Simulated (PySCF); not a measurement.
## Electric field gradients and quadrupole coupling constants

C7H9Cl.
Cartesian coordinates in Å at the GFN2-xTB level; atoms count from 1:
```
atom  x, y, z in Å
C1     2.2656   -0.5513    1.1882
C2     1.2424   -1.0938    0.5381
C3     0.0219   -0.3935    0.1648
C4    -0.0722    1.0444    0.5054
C5     0.4840    2.0128   -0.2029
Cl6    1.3762    1.7078   -1.6450
C7    -0.9714   -1.0288   -0.4654
C8    -2.2490   -0.4080   -0.9137
H9     3.1451   -1.1220    1.4302
H10    2.2628    0.4808    1.4960
H11    1.2804   -2.1347    0.2433
H12   -0.6204    1.3028    1.4021
H13    0.4232    3.0592    0.0516
H14   -0.8612   -2.0813   -0.6931
H15   -2.3480   -0.5077   -1.9948
H16   -2.2895    0.6469   -0.6550
H17   -3.0969   -0.9217   -0.4596
```

Field gradients from the PBE0/pcSseg-1 density (PySCF, non-relativistic), principal values in atomic units, ordered |Vxx| ≤ |Vyy| ≤ |Vzz|:

```tsv
atom	Vxx	Vyy	Vzz
Cl6	-1.6133	-2.2004	3.8137
```

**Question.** Find the asymmetry η = (Vxx − Vyy)/Vzz and the couplings χ = eQV/h (234.96 MHz × Q in barn × V in au), with Q(35Cl) = −0.0817 b.

**Answer.** 
| atom | environment | nucleus | η | χzz (MHz) | χxx (MHz) | χyy (MHz) |
| --- | --- | --- | --- | --- | --- | --- |
| Cl6 | vinyl chlorine | 35Cl | 0.15 | -73.21 | 30.97 | 42.24 |

**Question.** What is Vzz at Cl6 in SI units (1 au = 9.71736 × 10²¹ V/m²)?

**Answer.** 3.8137 au = 37.059 × 10²¹ V/m².

**Question.** What couplings would deuterons (Q(2H) = 0.00286 b) have in place of the hydrogens, at this geometry?

**Answer.** 
```json
{"atom": "H9", "bonded to": "C1", "bond length (Å)": "1.076", "Vzz (au)": "0.3399", "η": "0.05", "χzz (kHz)": "228"}
{"atom": "H10", "bonded to": "C1", "bond length (Å)": "1.077", "Vzz (au)": "0.3349", "η": "0.05", "χzz (kHz)": "225"}
{"atom": "H11", "bonded to": "C2", "bond length (Å)": "1.083", "Vzz (au)": "0.3224", "η": "0.07", "χzz (kHz)": "217"}
{"atom": "H12", "bonded to": "C4", "bond length (Å)": "1.082", "Vzz (au)": "0.3258", "η": "0.06", "χzz (kHz)": "219"}
{"atom": "H13", "bonded to": "C5", "bond length (Å)": "1.079", "Vzz (au)": "0.3271", "η": "0.09", "χzz (kHz)": "220"}
{"atom": "H14", "bonded to": "C7", "bond length (Å)": "1.083", "Vzz (au)": "0.3226", "η": "0.07", "χzz (kHz)": "217"}
{"atom": "H15", "bonded to": "C8", "bond length (Å)": "1.090", "Vzz (au)": "0.3106", "η": "0.02", "χzz (kHz)": "209"}
{"atom": "H16", "bonded to": "C8", "bond length (Å)": "1.087", "Vzz (au)": "0.3121", "η": "0.03", "χzz (kHz)": "210"}
{"atom": "H17", "bonded to": "C8", "bond length (Å)": "1.090", "Vzz (au)": "0.3104", "η": "0.02", "χzz (kHz)": "209"}
```

The structure is a single GFN2-xTB conformer in the gas phase; no vibrational or solvent corrections. GFN2-xTB bond lengths can be off by several hundredths of an ångström, more for odd bonds, and the gradients follow them. These gradients aren't converged with respect to the basis.

The run behind these numbers computed NMR shieldings as well. Time: 29 s of wall time; peak memory 0.77 GiB. Hardware: an Arm Neoverse V1 with one thread, shared host with 32 logical CPUs at a one-minute load of 20.
